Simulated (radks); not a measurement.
Values are calculated unless marked as measured or tabulated.
Problem. The mean radii <r> (bohr) of the occupied orbitals of an atom or ion are listed with their occupations. Level of theory: non-relativistic Kohn-Sham, LDA (Slater exchange, Perdew-Wang correlation), spin-unpolarised, spherical densities, point nucleus (a radial shooting solver on a logarithmic mesh with Libxc functionals).

orbital  occ.      <r>
1s          2  0.01967
2s          2  0.08266
2p          6  0.06984
3s          2   0.2028
3p          6   0.1925
3d          8   0.1671

Name the element and its charge.

Solution. Z = 77, iridium, charge +51: Ir51+ in [Ar] 3d8. The 1s radius gives Z: for a bare nucleus <r> = 1.5/Z, 0.01948 bohr for Z = 77, and screening makes it slightly larger (0.01967 here). The occupations add up to 26, and the charge is Z minus that.
